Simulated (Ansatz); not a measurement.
Abridged output of a molecular run in Ansatz:

```
Functional definition: HF
1200 factors; integrals over basis functions are off by at most 6.3e-4 eV
mean field evaluation 1: about -68579.6820 eV, gradient 3.4e1 eV
mean field evaluation 2: about -68579.6990 eV, gradient 3.4e1 eV
mean field evaluation 4: about -68582.3359 eV, gradient 2.2e0 eV
mean field evaluation 8: about -68582.3525 eV, gradient 5.1e-5 eV
mean field -68582.35246627 eV, -2520.3549663473 hartree, gradient 3.6e-6 eV, S^2 0.000000; 0 other end points of the search recorded, 0 dependent functions left out
32 core orbitals not correlated: weight in the atoms' cores, before any rotation towards them, 1.000 or more for the frozen orbitals, at most 0.000 for the correlated occupied ones
reference -68582.35246627 eV, -2520.3549663473 hartree; 24, 24 occupied and 80, 80 virtual orbitals, 1200 factors
second order -27.53774313 eV of doubles, -0.00000000 eV of singles
cycle   1  -28.40097903 eV  change   -8.6e-1 eV  update   9.8e-2
cycle   2  -28.86691186 eV  change   -4.7e-1 eV  update   2.6e-2
cycle   3  -28.96949522 eV  change   -1.0e-1 eV  update   1.2e-2
cycle   4  -28.96611264 eV  change    3.4e-3 eV  update   2.2e-3
cycle   5  -28.96456163 eV  change    1.6e-3 eV  update   6.4e-4
cycle   6  -28.96434184 eV  change    2.2e-4 eV  update   1.9e-4
cycle   7  -28.96425996 eV  change    8.2e-5 eV  update   4.6e-5
cycle   8  -28.96425628 eV  change    3.7e-6 eV  update   1.5e-5
perturbative correction -0.51397744 eV, -0.0188883225 hartree
Total energy: -68611.83069999 eV, -2521.4382714553 hartree
```

Its atoms:

Z-matrix (Å, degrees):
```
Al
F 1 1.807
Cl 1 2.066 2 111.0
F 1 1.808 2 80.4 3 108.9
Cl 1 2.066 2 111.0 3 -142.2
Al 1 2.761 2 40.2 3 108.8
Cl 6 2.066 1 118.0 2 90.0
Cl 6 2.066 1 117.9 2 -90.0
```

(1) Which basis set was used?
A. cc-pV(T+d)Z
B. def2-SVP
C. cc-pV(Q+d)Z
D. def2-QZVPP

(2) Write the keys of the input that set method, charge and spin (a neutral closed shell needs none for the last two).

Results:

(1) B. It gives 136 functions.

(2) 
```yaml
correlation: {method: ccsd_t}
```
